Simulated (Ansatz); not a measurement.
Program: Ansatz. Geometries: PBE0-D4/def2-TZVP. ΔE: electronic, gas phase. CCSD(T)/CBS adds triple-zeta CCSD(T) − MP2 to the extrapolated MP2 energy (def2 sets, frozen cores). This one scheme is used for every species. Functionals use def2-TZVPP. B3LYP here is the variant with VWN-RPA as its local correlation; programs differ in this. Elements past krypton have def2 core potentials. For Br, In outer-core shells are correlated without core-valence functions, which leaves a few kJ/mol of doubt a bond. Scalar relativity is left out up to krypton. One conformer a species, not always the lowest.

`[OH][In]([OH])[Cl]` + HBr → `[OH][In]([Cl])[Br]` + H₂O  (ligand exchange at the In–O bond)

```json
{"level": "B3LYP-D4", "ΔE (kcal/mol)": "-25.3"}
{"level": "SCS-MP2/def2-TZVPP", "ΔE (kcal/mol)": "-24.6"}
{"level": "SCS-MP2/def2-QZVPP", "ΔE (kcal/mol)": "-25.1"}
{"level": "HF/CBS(def2)", "ΔE (kcal/mol)": "-29.1"}
```

(1) What does CCSD(T)/CBS give? (Estimate.)

Largest T1 diagnostic among the species: 0.016.

## Answers

(1) Ansatz gave: -25.7 kcal/mol. The listed levels differ from it by 0.4, 1.1, 0.6, -3.4 kcal/mol.

From PBE to PBE0 (25 % exact exchange), in def2-TZVPP and without D4, ΔE moves by −2.4 kcal/mol. In def2-TZVPP, CCSD(T) changes the Hartree–Fock value by +4.7 kcal/mol (the triples alone add +0.6 kcal/mol) and MP2 by +4.0 kcal/mol.
